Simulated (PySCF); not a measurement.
Isomers of C8H8O and their computed core-level spectra.

Method used: delta-SCF UKS SCAN, pcX-2 on the ionised atom, pcseg-1 elsewhere, spin-free X2C (PySCF). Geometries: PBE0-D3(BJ)/def2-SVP; isolated species, one conformer each.

Line lists (1s up to Mg, 2p3/2 beyond; areas count atoms within a level, one atom standing for each set equivalent by bonding):
1. C 1s: 290.14 (area 1), 290.16 (area 1), 290.34 (area 1), 290.41 (area 1), 290.42 (area 1), 290.69 (area 1), 290.94 (area 1), 292.59 (area 1) eV; O 1s: 536.58 eV
2. C 1s: 290.22 (area 1), 290.54 (area 1), 290.76 (area 1), 290.86 (area 1), 291.12 (area 1), 291.23 (area 1), 291.77 (area 1), 293.37 (area 1) eV; O 1s: 537.80 eV
3. C 1s: 290.23 (area 2), 290.26 (area 2), 290.30 (area 2), 292.09 (area 2) eV; O 1s: 538.21 eV

Structures:
A. `C=C1C=CC=C1C(C)=O`
B. `C#CC#C[C@H](C)C(C)=O`
C. `c1ccc2c(c1)COC2`

Question: Match each list to its structure.

Answer: 
- 1 = A: another candidate has the same counts of sites, so positions decide. C 1s: 290.14 fully substituted alkene carbon, 290.16 alkene CH carbon, 290.34 alkene CH carbon, 290.41 terminal =CH2 carbon, 290.42 alkene CH carbon, 290.69 methyl carbon next to a carbonyl, 290.94 fully substituted alkene carbon, 292.59 ketone carbonyl carbon; O 1s: 536.58 ketone oxygen.
- 2 = B: another candidate has the same counts of sites, so positions decide. C 1s: 290.22 terminal alkyne carbon, 290.54 alkyne carbon, 290.76 methyl carbon, 290.86 alkyne carbon, 291.12 methyl carbon next to a carbonyl, 291.23 alkyne carbon, 291.77 sp3 carbon next to a carbonyl, 293.37 ketone carbonyl carbon; O 1s: 537.80 ketone oxygen.
- 3 = C: no other candidate has these counts of sites. C 1s: 290.23 aromatic CH carbon (×2), 290.26 substituted aromatic carbon (×2), 290.30 aromatic CH carbon (×2), 292.09 sp3 carbon bound to oxygen (×2); O 1s: 538.21 cyclic ether oxygen.

8 of these hole states are spin-contaminated (⟨S²⟩ up to 0.98, against 0.75; counted from 0.85) and less certain.
